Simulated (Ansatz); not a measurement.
Abridged output of a molecular run in Ansatz:

```
Functional definition: HF
2080 factors; integrals over basis functions are off by at most 1.5e-3 eV
mean field evaluation 1: about -24181.2649 eV, gradient 6.1e1 eV
mean field evaluation 2: about -24181.5248 eV, gradient 6.1e1 eV
mean field evaluation 4: about -24189.7259 eV, gradient 5.8e0 eV
mean field evaluation 8: about -24189.8482 eV, gradient 4.6e-1 eV
mean field -24189.84885259 eV, -888.9605488642 hartree, gradient 1.6e-6 eV, S^2 0.000000; 0 other end points of the search recorded, 0 dependent functions left out
13 core orbitals not correlated: weight in the atoms' cores, before any rotation towards them, 1.000 or more for the frozen orbitals, at most 0.000 for the correlated occupied ones
reference -24189.84885259 eV, -888.9605488642 hartree; 32, 32 occupied and 162, 162 virtual orbitals, 2080 factors
second order -42.50788435 eV of doubles, -0.00000000 eV of singles
cycle   1  -42.40180195 eV  change    1.1e-1 eV  update   1.7e-1
cycle   2  -43.45424877 eV  change    -1.1e0 eV  update   6.0e-2
cycle   3  -43.77041107 eV  change   -3.2e-1 eV  update   3.0e-2
cycle   4  -43.76914740 eV  change    1.3e-3 eV  update   7.6e-3
cycle   5  -43.76295230 eV  change    6.2e-3 eV  update   3.1e-3
cycle   6  -43.76389127 eV  change   -9.4e-4 eV  update   9.3e-4
cycle   7  -43.76356715 eV  change    3.2e-4 eV  update   4.0e-4
cycle   8  -43.76325414 eV  change    3.1e-4 eV  update   1.2e-4
cycle   9  -43.76328899 eV  change   -3.5e-5 eV  update   4.6e-5
perturbative correction -1.60404244 eV, -0.0589474726 hartree
Total energy: -24235.21618402 eV, -890.6277675433 hartree
```

Its atoms:

Cartesian coordinates in Å:
```
C 2.2259 -1.0484 0.4209
C 1.1169 -0.0531 0.4753
C 0.8825 0.9989 -0.4338
C -0.2337 1.7465 0.0122
C -0.6874 1.1632 1.2150
C 0.1290 0.0479 1.4889
Hf -1.1555 -0.4738 -0.6247
O -0.9975 -0.2823 -2.5370
O -3.0289 -0.2012 -0.2708
Cl -0.7772 -2.8012 -0.1967
H 3.0606 -0.7189 1.0468
H 2.6021 -1.1704 -0.5961
H 1.8988 -2.0253 0.7786
H 1.4553 1.1911 -1.3299
H -0.6614 2.6080 -0.4803
H -1.5336 1.4910 1.8000
H 0.0218 -0.6308 2.3232
H -0.5491 0.0263 -3.3176
H -3.7686 0.1325 0.2259
```

(1) Which basis set was used?
A. def2-TZVPPD
B. def2-SVP
C. def2-TZVPP
D. cc-pV(T+d)Z

(2) Write the keys of the input that set method, charge and spin (a neutral closed shell needs none for the last two).

Results:

(1) B. It gives 207 functions.

(2) 
```yaml
correlation: {method: ccsd_t}
```
